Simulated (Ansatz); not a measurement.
Method: PBE-D3(BJ)/def2-TZVP in Ansatz (a first-principles code). No frequencies were computed at this level.

Ansatz 0.2 input:
```yaml
crystal:
  periodic: [false, false, false]
  atoms:
    - { symbol: N, position_ang: [1.789154, 0.03565, -0.280425] }
    - { symbol: C, position_ang: [0.63981, 0.011597, -0.026055] }
    - { symbol: C, position_ang: [-0.64506, -0.012208, 0.254543] }
    - { symbol: O, position_ang: [-1.783902, -0.035037, 0.50409] }
basis:
  gaussian: { orbitals: def2-tzvp }
hamiltonian:
  xc: pbe
  dispersion: d3bj
relax:
  max_steps: 150
magnetization:
  spin_polarized: true
  initial_magnetization: 1
```

Output:

```
[...]
mean field evaluation 2: about -5575.9609 eV, gradient 7.2e1 eV
mean field evaluation 4: about -5603.4857 eV, gradient 1.1e1 eV
mean field evaluation 8: about -5603.9301 eV, gradient 8.5e-2 eV
mean field evaluation 16: about -5603.9245 eV, gradient 2.2e-4 eV
mean field evaluation 32: about -5603.9243 eV, gradient 1.7e-1 eV
mean field evaluation 64: about -5603.9245 eV, gradient 7.2e-11 eV
mean field evaluation 96: about -5603.9254 eV, gradient 4.7e-3 eV
mean field evaluation 128: about -5603.8976 eV, gradient 2.6e0 eV
mean field -5603.92446874 eV, -205.9404257496 hartree, gradient 7.2e-11 eV, S^2 0.754048; 3 other end points of the search recorded, 0 dependent functions left out
reference -5603.92449469 eV, -205.9404267034 hartree; 14, 13 occupied and 110, 111 virtual orbitals, 666 factors
relax step   1: F+E_penalty+E_count = -5603.98174708 eV  Δ(F+E_penalty+E_count) = +0.000e0 eV  max|allowed force component| = 2.082e0 eV/Å  Δτ_max = 0.0000 Å  (665 SCF iters, accepted)
these checks for a lower state are left out or cut short: starts, cluster_reference, orbital_swaps, neighbouring_geometries, increment
666 factors; their error is unknown
mean field -5603.95883205 eV, -205.9416885781 hartree, gradient 9.3e-11 eV, S^2 0.754390; 0 other end points of the search recorded, 0 dependent functions left out
reference -5603.95885808 eV, -205.9416895347 hartree; 14, 13 occupied and 110, 111 virtual orbitals, 666 factors
relax step   2: F+E_penalty+E_count = -5604.01584891 eV  Δ(F+E_penalty+E_count) = -3.410e-2 eV  max|allowed force component| = 2.606e-1 eV/Å  Δτ_max = 0.0211 Å  (243 SCF iters, accepted)
these checks for a lower state are left out or cut short: starts, cluster_reference, orbital_swaps, neighbouring_geometries, increment
666 factors; their error is unknown
mean field evaluation 160: about -5603.9593 eV, gradient 1.9e-1 eV
mean field -5603.95939862 eV, -205.9417093992 hartree, gradient 1.1e-10 eV, S^2 0.754442; 0 other end points of the search recorded, 0 dependent functions left out
reference -5603.95942465 eV, -205.9417103557 hartree; 14, 13 occupied and 110, 111 virtual orbitals, 666 factors
relax step   3: F+E_penalty+E_count = -5604.01638396 eV  Δ(F+E_penalty+E_count) = -5.350e-4 eV  max|allowed force component| = 3.002e-2 eV/Å  Δτ_max = 0.0027 Å  (194 SCF iters, accepted)
these checks for a lower state are left out or cut short: starts, cluster_reference, orbital_swaps, neighbouring_geometries, increment
666 factors; their error is unknown
mean field evaluation 192: about -5603.9594 eV, gradient 1.4e-3 eV
mean field -5603.95937605 eV, -205.9417085696 hartree, gradient 8.4e-11 eV, S^2 0.754442; 0 other end points of the search recorded, 0 dependent functions left out
reference -5603.95940185 eV, -205.9417095179 hartree; 14, 13 occupied and 110, 111 virtual orbitals, 666 factors
relax step   4: F+E_penalty+E_count = -5604.01637066 eV  Δ(F+E_penalty+E_count) = +1.330e-5 eV  max|allowed force component| = 9.293e-2 eV/Å  Δτ_max = 0.0028 Å  (317 SCF iters, rejected (line search))
these checks for a lower state are left out or cut short: starts, cluster_reference, orbital_swaps, neighbouring_geometries, increment
666 factors; their error is unknown
mean field evaluation 224: about -5603.9594 eV, gradient 3.1e-3 eV
mean field evaluation 256: about -5603.9603 eV, gradient 4.9e-3 eV
mean field -5603.95941625 eV, -205.9417100470 hartree, gradient 2.2e-10 eV, S^2 0.754446; 0 other end points of the search recorded, 0 dependent functions left out
reference -5603.95944210 eV, -205.9417109969 hartree; 14, 13 occupied and 110, 111 virtual orbitals, 666 factors
relax step   5: F+E_penalty+E_count = -5604.01640321 eV  Δ(F+E_penalty+E_count) = -1.925e-5 eV  max|allowed force component| = 1.366e-2 eV/Å  Δτ_max = 0.0014 Å  (283 SCF iters, accepted)
these checks for a lower state are left out or cut short: starts, cluster_reference, orbital_swaps, neighbouring_geometries, increment
666 factors; their error is unknown
mean field evaluation 288: about -5603.9595 eV, gradient 2.3e-4 eV
mean field -5603.95947930 eV, -205.9417123641 hartree, gradient 2.4e-6 eV, S^2 0.754453; 0 other end points of the search recorded, 0 dependent functions left out
reference -5603.95950530 eV, -205.9417133195 hartree; 14, 13 occupied and 110, 111 virtual orbitals, 666 factors
relax step   6: F+E_penalty+E_count = -5604.01647297 eV  Δ(F+E_penalty+E_count) = -6.976e-5 eV  max|allowed force component| = 1.105e-1 eV/Å  Δτ_max = 0.0055 Å  (177 SCF iters, accepted)
these checks for a lower state are left out or cut short: starts, cluster_reference, orbital_swaps, neighbouring_geometries, increment
666 factors; their error is unknown
mean field -5603.95963396 eV, -205.9417180478 hartree, gradient 1.2e-9 eV, S^2 0.754460; 0 other end points of the search recorded, 0 dependent functions left out
reference -5603.95966022 eV, -205.9417190127 hartree; 14, 13 occupied and 110, 111 virtual orbitals, 666 factors
relax step   7: F+E_penalty+E_count = -5604.01663359 eV  Δ(F+E_penalty+E_count) = -1.606e-4 eV  max|allowed force component| = 1.934e-1 eV/Å  Δτ_max = 0.0058 Å  (166 SCF iters, accepted)
these checks for a lower state are left out or cut short: starts, cluster_reference, orbital_swaps, neighbouring_geometries, increment
666 factors; their error is unknown
mean field evaluation 320: about -5603.9601 eV, gradient 2.3e-4 eV
mean field -5603.96007105 eV, -205.9417341104 hartree, gradient 1.9e-9 eV, S^2 0.754475; 0 other end points of the search recorded, 0 dependent functions left out
reference -5603.96009741 eV, -205.9417350791 hartree; 14, 13 occupied and 110, 111 virtual orbitals, 666 factors
relax step   8: F+E_penalty+E_count = -5604.01708059 eV  Δ(F+E_penalty+E_count) = -4.470e-4 eV  max|allowed force component| = 3.362e-1 eV/Å  Δτ_max = 0.0094 Å  (138 SCF iters, accepted)
these checks for a lower state are left out or cut short: starts, cluster_reference, orbital_swaps, neighbouring_geometries, increment
666 factors; their error is unknown
mean field evaluation 352: about -5603.9613 eV, gradient 1.2e-5 eV
mean field -5603.96125105 eV, -205.9417774747 hartree, gradient 1.3e-8 eV, S^2 0.754508; 0 other end points of the search recorded, 0 dependent functions left out
reference -5603.96127742 eV, -205.9417784439 hartree; 14, 13 occupied and 110, 111 virtual orbitals, 666 factors
relax step   9: F+E_penalty+E_count = -5604.01827789 eV  Δ(F+E_penalty+E_count) = -1.197e-3 eV  max|allowed force component| = 5.900e-1 eV/Å  Δτ_max = 0.0156 Å  (119 SCF iters, accepted)
these checks for a lower state are left out or cut short: starts, cluster_reference, orbital_swaps, neighbouring_geometries, increment
666 factors; their error is unknown
mean field -5603.96522299 eV, -205.9419234408 hartree, gradient 7.9e-6 eV, S^2 0.754515; 0 other end points of the search recorded, 0 dependent functions left out
reference -5603.96524915 eV, -205.9419244022 hartree; 14, 13 occupied and 110, 111 virtual orbitals, 666 factors
relax step  10: F+E_penalty+E_count = -5604.02230012 eV  Δ(F+E_penalty+E_count) = -4.022e-3 eV  max|allowed force component| = 7.493e-1 eV/Å  Δτ_max = 0.0223 Å  (65 SCF iters, accepted)
these checks for a lower state are left out or cut short: starts, cluster_reference, orbital_swaps, neighbouring_geometries, increment
666 factors; their error is unknown
mean field evaluation 384: about -5603.9811 eV, gradient 3.5e-5 eV
mean field -5603.98105932 eV, -205.9425054151 hartree, gradient 8.7e-6 eV, S^2 0.754521; 0 other end points of the search recorded, 0 dependent functions left out
reference -5603.98108541 eV, -205.9425063741 hartree; 14, 13 occupied and 110, 111 virtual orbitals, 666 factors
relax step  11: F+E_penalty+E_count = -5604.03822269 eV  Δ(F+E_penalty+E_count) = -1.592e-2 eV  max|allowed force component| = 7.476e-1 eV/Å  Δτ_max = 0.0285 Å  (62 SCF iters, accepted)
these checks for a lower state are left out or cut short: starts, cluster_reference, orbital_swaps, neighbouring_geometries, increment
666 factors; their error is unknown
mean field -5603.99832971 eV, -205.9431400903 hartree, gradient 2.2e-6 eV, S^2 0.754706; 0 other end points of the search recorded, 0 dependent functions left out
reference -5603.99835564 eV, -205.9431410434 hartree; 14, 13 occupied and 110, 111 virtual orbitals, 666 factors
relax step  12: F+E_penalty+E_count = -5604.05552690 eV  Δ(F+E_penalty+E_count) = -1.730e-2 eV  max|allowed force component| = 1.751e0 eV/Å  Δτ_max = 0.0423 Å  (49 SCF iters, accepted)
these checks for a lower state are left out or cut short: starts, cluster_reference, orbital_swaps, neighbouring_geometries, increment
666 factors; their error is unknown
mean field -5603.91800053 eV, -205.9401880475 hartree, gradient 7.1e-5 eV, S^2 0.754583; 0 other end points of the search recorded, 0 dependent functions left out
reference -5603.91802637 eV, -205.9401889969 hartree; 14, 13 occupied and 110, 111 virtual orbitals, 666 factors
relax step  13: F+E_penalty+E_count = -5603.97551453 eV  Δ(F+E_penalty+E_count) = +8.001e-2 eV  max|allowed force component| = 3.504e0 eV/Å  Δτ_max = 0.1956 Å  (43 SCF iters, rejected (line search))
these checks for a lower state are left out or cut short: starts, cluster_reference, orbital_swaps, neighbouring_geometries, increment
666 factors; their error is unknown
mean field evaluation 416: about -5604.0015 eV, gradient 8.4e-6 eV
mean field -5604.00147793 eV, -205.9432557853 hartree, gradient 1.1e-5 eV, S^2 0.754195; 0 other end points of the search recorded, 0 dependent functions left out
reference -5604.00150393 eV, -205.9432567406 hartree; 14, 13 occupied and 110, 111 virtual orbitals, 666 factors
relax step  14: F+E_penalty+E_count = -5604.05847802 eV  Δ(F+E_penalty+E_count) = -2.951e-3 eV  max|allowed force component| = 2.908e0 eV/Å  Δτ_max = 0.0954 Å  (48 SCF iters, accepted)
these checks for a lower state are left out or cut short: starts, cluster_reference, orbital_swaps, neighbouring_geometries, increment
666 factors; their error is unknown
mean field -5604.09754137 eV, -205.9467860515 hartree, gradient 2.1e-5 eV, S^2 0.754050; 0 other end points of the search recorded, 0 dependent functions left out
reference -5604.09756747 eV, -205.9467870107 hartree; 14, 13 occupied and 110, 111 virtual orbitals, 666 factors
relax step  15: F+E_penalty+E_count = -5604.15484909 eV  Δ(F+E_penalty+E_count) = -9.637e-2 eV  max|allowed force component| = 3.104e-1 eV/Å  Δτ_max = 0.1000 Å  (44 SCF iters, accepted)
these checks for a lower state are left out or cut short: starts, cluster_reference, orbital_swaps, neighbouring_geometries, increment
666 factors; their error is unknown
mean field -5604.10356502 eV, -205.9470074168 hartree, gradient 7.2e-5 eV, S^2 0.753805; 0 other end points of the search recorded, 0 dependent functions left out
reference -5604.10359139 eV, -205.9470083857 hartree; 14, 13 occupied and 110, 111 virtual orbitals, 666 factors
relax step  16: F+E_penalty+E_count = -5604.16088403 eV  Δ(F+E_penalty+E_count) = -6.035e-3 eV  max|allowed force component| = 2.786e-1 eV/Å  Δτ_max = 0.0374 Å  (38 SCF iters, accepted)
these checks for a lower state are left out or cut short: starts, cluster_reference, orbital_swaps, neighbouring_geometries, increment
666 factors; their error is unknown
mean field -5604.10624513 eV, -205.9471059088 hartree, gradient 2.6e-5 eV, S^2 0.753494; 0 other end points of the search recorded, 0 dependent functions left out
reference -5604.10627163 eV, -205.9471068826 hartree; 14, 13 occupied and 110, 111 virtual orbitals, 666 factors
relax step  17: F+E_penalty+E_count = -5604.16365078 eV  Δ(F+E_penalty+E_count) = -2.767e-3 eV  max|allowed force component| = 7.622e-2 eV/Å  Δτ_max = 0.0319 Å  (38 SCF iters, accepted)
these checks for a lower state are left out or cut short: starts, cluster_reference, orbital_swaps, neighbouring_geometries, increment
666 factors; their error is unknown
mean field evaluation 448: about -5604.1064 eV, gradient 1.8e-5 eV
mean field -5604.10644233 eV, -205.9471131558 hartree, gradient 1.8e-5 eV, S^2 0.753565; 0 other end points of the search recorded, 0 dependent functions left out
reference -5604.10646883 eV, -205.9471141297 hartree; 14, 13 occupied and 110, 111 virtual orbitals, 666 factors
relax step  18: F+E_penalty+E_count = -5604.16380184 eV  Δ(F+E_penalty+E_count) = -1.511e-4 eV  max|allowed force component| = 4.209e-2 eV/Å  Δτ_max = 0.0082 Å  (37 SCF iters, accepted)
these checks for a lower state are left out or cut short: starts, cluster_reference, orbital_swaps, neighbouring_geometries, increment
666 factors; their error is unknown
mean field -5604.10652769 eV, -205.9471162927 hartree, gradient 1.6e-5 eV, S^2 0.753563; 0 other end points of the search recorded, 0 dependent functions left out
reference -5604.10655416 eV, -205.9471172655 hartree; 14, 13 occupied and 110, 111 virtual orbitals, 666 factors
relax step  19: F+E_penalty+E_count = -5604.16390965 eV  Δ(F+E_penalty+E_count) = -1.078e-4 eV  max|allowed force component| = 8.749e-3 eV/Å  Δτ_max = 0.0028 Å  (39 SCF iters, accepted)
666 factors; their error is unknown
mean field evaluation 480: about -5604.1065 eV, gradient 2.6e-4 eV
mean field -5604.10652769 eV, -205.9471162927 hartree, gradient 1.6e-5 eV, S^2 0.753563; 2 other end points of the search recorded, 0 dependent functions left out
reference -5604.10655416 eV, -205.9471172655 hartree; 14, 13 occupied and 110, 111 virtual orbitals, 666 factors
Total energy: -5604.16393612 eV, -205.9492260136 hartree
Atom 0 at     1.788820    -0.019383    -0.271034 Å, force     0.008749     0.000750    -0.001544 eV/Å
Atom 1 at     0.638821    -0.054190    -0.015941 Å, force     0.001967    -0.003703    -0.000521 eV/Å
Atom 2 at    -0.697767     0.283089     0.216907 Å, force    -0.004141     0.005875    -0.000066 eV/Å
Atom 3 at    -1.729871    -0.209513     0.522222 Å, force    -0.006574    -0.002922     0.002131 eV/Å
Dipole moment:    -0.232974     0.037803     0.044251 e Å
```

Cost: roughly 2.3 core-minutes.
